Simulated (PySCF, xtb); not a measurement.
H₄Si₂, SMILES [SiH3][SiH] (connectivity only; charge and spin as stated), neutral, multiplicity 1.

xtb with GFN2-xTB at its own geometry gives an orbital gap of 1.74 eV and a dipole moment of 1.22 D.

Coordinates come from a ωB97X-D3(BJ)/def2-TZVP optimisation. The isomer is the one that the SMILES or the coordinates give; other isomers of the formula were not compared.

What does PBE/def2-TZVPD run with PySCF give? (An estimate is asked for; the answer gives what the named calculation found.)

gap 1.42 eV (levels -5.68 and -4.26 eV), dipole 0.16 D.
